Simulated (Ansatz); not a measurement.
A nudged elastic band was laid between two geometries of CH8AlNOSn (13 atoms, charge 0, multiplicity 1).

Computed with RKS PBE/def2-SVP (Ansatz 0.2.0).

- movable images: 7
- climbing image: yes
- spring: 5.0 eV/Å²
- optimiser: quadratic models (default)
- start path: through a guess of the saddle point
- force threshold: 0.03 eV/Å
- iteration limit: 60
- end points: relaxed

First end point:

```xyz
13
Properties=species:S:1:pos:R:3
N -1.130 0.049 -1.156
C 0.089 -0.497 -0.635
Sn -0.429 -1.741 1.128
O 1.111 0.412 -0.270
Al 1.323 2.111 -0.058
H -1.599 0.683 -0.498
H -0.992 0.555 -2.042
H 0.512 -1.187 -1.398
H -1.406 -0.722 2.140
H 0.986 -2.215 2.005
H -1.339 -3.148 0.693
H 2.789 2.538 0.384
H 0.106 3.127 -0.277
```

Last end point:

```xyz
13
Properties=species:S:1:pos:R:3
N -1.107 0.358 -0.882
C 0.075 -0.222 -0.426
Sn -0.317 -1.735 1.129
O 1.040 0.874 0.149
Al 1.541 2.712 -0.591
H -1.702 0.725 -0.129
H -0.915 1.131 -1.552
H 0.647 -0.658 -1.270
H -1.612 -1.121 2.092
H 1.114 -1.905 2.090
H -0.735 -3.243 0.407
H 1.770 0.473 0.666
H 0.221 2.578 -1.669
```

Question: Which bonds break or form, and what moves?

Answer: Bonds broken: Al5–H12. Bonds formed: O4–H12.

Question: Give the energies along the band, and the barrier.

Answer: The forces met the threshold. The highest image is number 5 of 0 to 8, 60.9 kcal/mol above the first end and 20.2 kcal/mol above the last; the last end lies 40.7 kcal/mol above the first. Beside the main top the profile has a ripple of under 15 meV (maxima at images 5, 7), which may be a very shallow well or noise. A vibrational analysis at the climbing image gives one clearly imaginary mode, 1270i cm⁻¹: a first-order saddle point. The orbitals stay closed-shell, which can raise the energy where a bond breaks towards radicals; this wasn't checked here.

```csv
image,path coordinate (Å),energy (kcal/mol),Al5–H12 (Å),O4–H12 (Å)
0,0.00,0.0,1.59,2.79
1,0.49,0.5,1.59,2.76
2,0.99,4.6,1.58,2.59
3,1.49,17.4,1.58,2.26
4,1.98,41.5,1.61,1.82
5,2.48,60.9,1.75,1.32
6,3.61,41.2,2.57,0.98
7,4.74,41.3,2.57,0.98
8,5.87,40.7,2.58,0.98
```

Question: What is the geometry of the highest image?

Answer: 
```xyz
13
Properties=species:S:1:pos:R:3
N -0.946 0.139 -1.157
C 0.192 -0.384 -0.497
Sn -0.430 -1.655 1.206
O 1.131 0.616 0.059
Al 1.282 2.510 -0.014
H -1.517 0.757 -0.570
H -0.739 0.625 -2.041
H 0.783 -1.010 -1.196
H -1.531 -0.696 2.137
H 0.944 -2.078 2.164
H -1.234 -3.086 0.654
H 2.285 1.111 -0.341
H -0.201 3.117 -0.388
```

The run took 13 min on 2 threads of Arm Neoverse V1, on a shared host, peak memory 0.18 GiB.
